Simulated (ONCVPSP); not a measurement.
# What one change does to a pseudopotential (Zr (Z = 40), ONCV)

```
Element                 : zirconium (Zr)
Generator               : ONCVPSP 4.0.1
Type                    : optimised norm-conserving Vanderbilt (ONCV)
Functional              : PBE
Relativity              : scalar-relativistic
Frozen core             : [Kr]
Valence charge          : 4
Reference configuration : 4d2 5s2
Partial waves           : 5s: rc 3.35 bohr, ncon 3, nbas 8, qcut 2 1/bohr, 2 projectors, debl 3.8 Ha; p scattering state at 0.17 Ha: rc 3.20 bohr, ncon 3, nbas 6, qcut 3 1/bohr, 1 projector; 4d: rc 2.65 bohr, ncon 3, nbas 8, qcut 6.7 1/bohr, 1 projector
Local potential         : polynomial inside 2.30 bohr (lpopt 5, dvloc0 0 Ha)
Core correction         : Teter function fitted to the true core (icmod 2), fcfact 0.25
```

In the p channel the program set the typed energies aside and used 0.050 Ha.

All-electron outer shells of the reference configuration (PBE, scalar-relativistic, ld1.x):

```
shell  level (eV)  outermost node (bohr)  outermost maximum (bohr)
   4p      -32.46                   0.56                      1.17
   5s       -4.44                   1.47                      3.15
   4d       -3.60                   0.58                      1.59
```

Change: d: qcut 5.7.

Cutoffs: the cutoffs (Ha) at which the residual kinetic energy of the hardest occupied pseudo-wave falls to 1 and 0.1 mHa per electron; they do not see the model core or the augmentation charge, which bear on the density cutoff. Errors are all-electron minus pseudo energies relative to the spin-unpolarised reference configuration.

**Question.** Predict the effect on cutoff, ghosts and configuration errors.

**Answer.** The potential gets softer (12 Ha and 15 Ha → 11 Ha and 13 Ha); of the 3 tests that both files solve, the error grows in 0 and shrinks in 1 by more than 15 % and 0.3 meV (median size 17.1 → 17.0 meV); neither file shows a bound ghost. The waves are optimised to have the least kinetic energy above qcut, so the cutoff follows it (qcut²/2 in Ha).

| quantity | base | changed |
| --- | --- | --- |
| cutoff, loose | 12 Ha | 11 Ha |
| cutoff, tight | 15 Ha | 13 Ha |
| loose cutoff by channel | s 1.7 Ha, d 12 Ha | s 1.7 Ha, d 11 Ha |
| bound ghosts | none | none |
| GHOST(+) flags under 300 eV | p at 11.3 eV, s at 85.3 eV | p at 11.3 eV, s at 85.3 eV |
| tests with a reliable result | 3 of 4 | 3 of 4 |
| error for 4d2 5s1, meV [ΔE 7.14 eV] | -2.6 | -2.4 |
| error for 4d2 5s0, meV [ΔE 20.08 eV] | -17 | -17 |
| error for 4d3 5s1, meV [ΔE 1.19 eV] | -33 | -27 |
| s: phases at 3.40 bohr within 0.05 rad from the reference energy up to (Ha; the scan ends near 5) | 0.4 | 0.4 |
| p: phases at 3.24 bohr within 0.05 rad from the reference energy up to (Ha; the scan ends near 5) | 0.3 | 0.3 |
| d: phases at 2.70 bohr within 0.05 rad from the reference energy up to (Ha; the scan ends near 5) | 0.8 | 0.8 |
| rms error of d²Exc/dni dnj with the model core, mHa | 3.72 | 3.78 |

Base: The cutoffs count occupied waves only; projector 2 of the s channel, the hardest unoccupied one, needs 49 Ha at the loose tolerance. Changed file: The cutoffs count occupied waves only; projector 2 of the s channel, the hardest unoccupied one, needs 49 Ha at the loose tolerance.
